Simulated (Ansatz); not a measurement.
Ansatz results at the PBE0-D4/def2-TZVP geometry: HOMO–LUMO gap (PBE/def2-TZVPP) 5.37 eV; HOMO energy (ωB97M-V/def2-TZVPP) -10.34 eV; HOMO energy (B3LYP/def2-TZVPP) -8.07 eV.

Each molecule was computed in one conformer, which needn't be the lowest.

(1) Which molecule gave them?
A. `O/C([SiH3])=C(\O)S`
B. `F[SiH2]C[SiH2]F`
C. `OCOB[SeH]`
D. `FC[SiH](F)[SiH3]`

Answers

(1) D. The others give `O/C([SiH3])=C(\O)S`: 3.90, -8.40, -6.04; `F[SiH2]C[SiH2]F`: 6.55, -11.57, -9.10; `OCOB[SeH]`: 5.08, -9.63, -7.24.

B3LYP here is the variant with VWN-RPA as its local correlation; programs differ in this.
